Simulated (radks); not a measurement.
These are the eigenvalues of the occupied orbitals of an atom or ion with whole-number occupations (eV). Calculated with a radial shooting solver on a logarithmic mesh with Libxc functionals: Dirac Kohn-Sham, PBE, spin-unpolarised, spherical densities, finite nucleus; Fermi nuclear charge, rms radius of each element as measured or else 0.836 A^(1/3) + 0.57 fm.

orbital  eigenvalue
1s1/2     -8250.376
2s1/2     -1021.813
2p1/2     -896.3982
2p3/2     -878.9161
3s1/2     -150.5125
3p1/2     -112.1603
3p3/2     -109.9108
3d3/2      -47.1903
3d5/2      -46.9195

Which element is it, and in what charge state? The configuration may be excited. Open shells, if any, fill j = l - 1/2 first.

Answer. Z = 28, nickel, charge +3: Ni3+ in [Ar] 3d7. The list shows which subshells hold electrons but not how many an open one holds; the 1s level, -303.2 hartree, gives Z - s = 24.6 by -(Z - s)^2/2, which with screening and relativity narrows Z to a few neighbours, and the depths of the outer levels then fix element, charge and occupations together.
